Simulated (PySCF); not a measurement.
C₃H₃, SMILES C#C[CH2], multiplicity 2. Atoms are numbered in the order given.

```xyz
6

C      0.0000     0.0000     1.3374
C      0.0000     0.0000     0.1130
C      0.0000     0.0000    -1.2491
H      0.0000     0.0000     2.4004
H      0.0000    -0.9300    -1.8042
H      0.0000     0.9300    -1.8042
```
Charge 0, spin multiplicity 2.

Geometry: r2SCAN-D4/def2-TZVP. The isomer is the one that the SMILES or the coordinates give; other isomers of the formula were not compared.

Method: PBE/pcH-1 in PySCF.

Unrestricted Kohn–Sham, ⟨S²⟩ = 0.762. Hyperfine tensors hold the contact and dipolar terms, without spin-orbit corrections.

### Question
Estimate the hyperfine couplings. (An estimate is asked for; the answer gives what the named calculation found.)

### Answer

```csv
nucleus,A(iso) (MHz),A(iso) (G),dipolar principal values (MHz)
13C no. 1,35.7,12.7,"-44.6, -34.8, 79.4"
13C no. 2,-57.1,-20.4,"-15.4, -4.0, 19.4"
13C no. 3,51.6,18.4,"-59.1, -58.4, 117.5"
1H no. 4,-39.7,-14.2,"-19.5, -1.7, 21.1"
1H no. 5,-49.3,-17.6,"-26.9, -0.8, 27.7"
1H no. 6,-49.3,-17.6,"-26.9, -0.8, 27.7"
```

### Question
And the g tensor (effective nuclear charges for spin-orbit coupling, GIAO)? (An estimate is asked for; the answer gives what the named calculation found.)

### Answer
principal values 2.0022, 2.0029, 2.0035; isotropic 2.0029.
